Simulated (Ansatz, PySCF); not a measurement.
H5NO2Sn, SMILES [NH2][SnH]([OH])[OH]. Atoms are numbered in the order given.

```xyz
9

Sn     0.0435     0.0165     0.2511
N     -1.5272    -1.1665    -0.2809
O     -0.3994     1.7407    -0.6478
O      1.7031    -0.6916    -0.5908
H      0.4161     0.1835     1.9160
H     -1.9820    -1.6379     0.5007
H     -2.2348    -0.6225    -0.7770
H      0.3968     2.2134    -0.9290
H      1.4880    -1.1883    -1.3937
```

The structure is a stationary point at B3LYP-D3(BJ)/def2-SVP. The structure was generated by enumeration; whether it is a known compound was not checked. The def2 effective core potentials stand for the cores of Sn; spin–orbit coupling is left out. Other conformers were not sampled.

Vertical ionisation energy (IE) and electron affinity (EA) in eV. Rows of orbital energies are one-electron estimates. Where ΔSCF, EOM or ADC give a negative EA the extra electron is unbound and the value depends on the basis.

| level | IE | EA |
|---|---|---|
| −ε(HOMO), −ε(LUMO), r2SCAN/def2-TZVP (PySCF) | 6.62 | 1.38 |
| −ε(HOMO), −ε(LUMO), PBE/def2-TZVP (PySCF) | 6.30 | 1.71 |
| ΔSCF, PBE0/def2-SVPD (Ansatz), final states of multiplicity 2 and 2 | … | … |
| ΔSCF, PBE/def2-SVPD (Ansatz), final states of multiplicity 2 and 2 | 9.55 | -0.43 |

### Question
Fill in the missing entries. (The exact figures need the calculation; the answer reports its results.)

### Answer

- ΔSCF, PBE0/def2-SVPD (Ansatz, a first-principles code), final states of multiplicity 2 and 2, IE: 10.00
- ΔSCF, PBE0/def2-SVPD (Ansatz), final states of multiplicity 2 and 2, EA: -0.67

### Question
What vertical singlet–triplet gap does ΔSCF give with PBE0/def2-SVPD (Ansatz) and with PBE/def2-SVPD (Ansatz)? (An estimate is asked for; the answer gives what the named calculation found.)

### Answer
5.23 and 4.70 eV (triplet above singlet where positive).
